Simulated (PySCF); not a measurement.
Simulation results for BF$_{3}$H, ClH$_{5}$OSi$_{2}$, B$_{2}$ClH$_{3}$N

Computed with PySCF 2.14.0. Calculation on a computer-drawn molecule: optimised geometry and harmonic frequencies of an isolated molecule of the commonest isotopes, restricted reference for singlets and unrestricted otherwise, frozen core in MP2.

Common to all runs: method HF.

(1) BF$_{3}$H

Start structure:
```xyz
5
BF3H
F      0.0051    -0.3865    -0.7317
B      1.3480    -0.3489    -0.8962
F      1.7018     0.7220    -1.7834
F      1.9223     0.0020     0.3667
H      1.7981    -1.3834    -1.3344
```

* charge: -1
* multiplicity: 1
* basis: aug-cc-pVDZ
* rotational constants: 9.119, 9.119, 5.023 GHz
* total energy: -323.8230 hartree
* convergence status largest gradient component: 1.909e-05 hartree/bohr

Drawn bonds:
| atom | other atom | order |
| --- | --- | --- |
| 1 | 2 | 1 |
| 2 | 3 | 1 |
| 2 | 4 | 1 |
| 2 | 5 | 1 |

Optimised structure:
```xyz
5
BF3H
F     -0.0380    -0.3794    -0.7454
B      1.3755    -0.3293    -0.8957
F      1.6847     0.7326    -1.7901
F      1.9409    -0.0151     0.3711
H      1.8122    -1.4036    -1.3191
```

Modes:
| frequency (cm⁻¹) | reduced mass (dalton) |
| --- | --- |
| 412.6 | 13.31 |
| 412.6 | 13.31 |
| 585.9 | 14.01 |
| 974.2 | 3.499 |
| 974.3 | 3.498 |
| 976.6 | 8.903 |
| 1200 | 1.412 |
| 1200 | 1.413 |
| 2405 | 1.073 |

(2) ClH$_{5}$OSi$_{2}$

Start structure:
```xyz
9
ClH5OSi2
O      0.1530    -0.1910    -1.4989
Si    -0.6133    -0.4179    -0.0218
Si     0.1268     1.3268     1.2167
Cl    -0.1605    -2.2741     0.6532
H      0.2279    -0.8838    -2.1597
H     -2.0650    -0.5686    -0.3011
H     -0.3491     2.6461     0.6999
H      1.5712     1.4306     1.2613
H     -0.3246     1.2627     2.6026
```

* charge: 0
* multiplicity: 1
* basis: cc-pV(D+d)Z
* rotational constants: 4.26, 2.122, 1.55 GHz
* total energy: -1115.2509 hartree
* convergence status largest gradient component: 2.786e-05 hartree/bohr

Drawn bonds:
| atom | other atom | order |
| --- | --- | --- |
| 1 | 2 | 1 |
| 2 | 3 | 1 |
| 2 | 4 | 1 |
| 1 | 5 | 1 |
| 2 | 6 | 1 |
| 3 | 7 | 1 |
| 3 | 8 | 1 |
| 3 | 9 | 1 |

Optimised structure:
```xyz
9
ClH5OSi2
O      0.1639    -0.2379    -1.5710
Si    -0.5668    -0.4092    -0.1116
Si     0.1322     1.3708     1.2552
Cl     0.0156    -2.2138     0.7568
H      0.0265    -0.8852    -2.2479
H     -2.0295    -0.5235    -0.2642
H     -0.2829     2.6586     0.6512
H      1.6050     1.3372     1.3948
H     -0.4976     1.2340     2.5889
```

Modes:
| frequency (cm⁻¹) | reduced mass (dalton) |
| --- | --- |
| 100.8 | 1.065 |
| 124.1 | 5.606 |
| 193 | 4.035 |
| 228.8 | 1.683 |
| 323 | 2.169 |
| 424 | 4.342 |
| 541.3 | 3.098 |
| 576.5 | 1.376 |
| 581.3 | 1.61 |
| 808 | 1.067 |
| 882.9 | 1.389 |
| 893 | 1.927 |
| 948.4 | 1.367 |
| 1003 | 1.311 |
| 1021 | 1.049 |
| 1022 | 1.048 |
| 2311 | 1.034 |
| 2314 | 1.045 |
| 2324 | 1.042 |
| 2333 | 1.041 |
| 4156 | 1.067 |

(3) B$_{2}$ClH$_{3}$N

Start structure:
```xyz
7
B2ClH3N
B      1.1224     0.5217     1.1200
N      2.2410     1.1111     1.6514
B      3.1291     2.1798     1.0918
Cl     2.7853     2.8203    -0.4177
H      0.5636    -0.3399     1.6607
H      2.5787     0.7969     2.5956
H      3.9807     2.5481     1.6953
```

* charge: 0
* multiplicity: 2
* basis: cc-pV(D+d)Z
* rotational constants: ?
* spin squared: ?
* total energy: ?

Drawn bonds:
| atom | other atom | order |
| --- | --- | --- |
| 1 | 2 | 1 |
| 2 | 3 | 1 |
| 3 | 4 | 1 |
| 1 | 5 | 1 |
| 2 | 6 | 1 |
| 3 | 7 | 1 |

**Q.** B$_{2}$ClH$_{3}$N (entry 3): rotational constants?
**A.** 17.53, 3.571, 2.967 GHz

**Q.** B$_{2}$ClH$_{3}$N (entry 3): spin squared?
**A.** 0.7538

**Q.** B$_{2}$ClH$_{3}$N (entry 3): total energy?
**A.** -565.1304 hartree

Further results for B$_{2}$ClH$_{3}$N (entry 3):

- convergence status largest gradient component: 2.571e-05 hartree/bohr

Optimised structure:
```xyz
7
B2ClH3N
B      1.1320     0.4995     1.1118
N      2.2760     1.1260     1.6582
B      3.0951     2.1481     1.1172
Cl     2.7780     2.8573    -0.4728
H      0.5260    -0.3614     1.6837
H      2.5632     0.8091     2.5678
H      4.0306     2.5594     1.7312
```

Modes:
| frequency (cm⁻¹) | reduced mass (dalton) |
| --- | --- |
| 221.4 | 5.75 |
| 239.7 | 2.967 |
| 429.9 | 1.141 |
| 524 | 4.848 |
| 801.8 | 5.142 |
| 847.1 | 1.247 |
| 956.3 | 1.442 |
| 963.3 | 1.432 |
| 1083 | 1.292 |
| 1297 | 2.283 |
| 1343 | 2.351 |
| 1539 | 2.031 |
| 2720 | 1.096 |
| 2774 | 1.096 |
| 3764 | 1.075 |
